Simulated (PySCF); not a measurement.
BH6NO2Si, SMILES OB(O)N[SiH3]. Atoms are numbered in the order given.

```xyz
11

Si    -0.0033     1.8149     0.0000
N      0.7553     0.2317     0.0000
B      0.0164    -0.9957     0.0000
O     -1.3533    -0.8833     0.0000
O      0.5704    -2.2577     0.0000
H     -0.8444     2.0375    -1.2065
H     -0.8444     2.0375     1.2065
H      1.1088     2.8067     0.0000
H      1.7706     0.2055     0.0000
H     -1.7868    -1.7475     0.0000
H      1.5360    -2.2637     0.0000
```

Geometry: TPSSh-D3(BJ)/def2-SVP. The structure was generated by enumeration, and PubChem lists no compound with its InChIKey, so it may never have been made. Other conformers were not sampled.

All values below come from r2SCAN/def2-TZVP (PySCF).

Isolated molecule, no solvent.

The total energy is -523.28303 hartree, the point group is Cs and the highest occupied level comes out as -6.60 eV. The lowest empty level is -0.09 eV and the orbital gap is 6.51 eV. The dipole moment is 2.20 D and the quadrupole, principal values (traceless, Buckingham form, about the centre of nuclear charge) comes out as -4.46, -2.87, 7.33 D·Å. The mean static polarisability is 54.7 bohr³ (8.10 Å³) and the polarisability, principal values comes out as 45.0, 54.6, 64.4 bohr³.
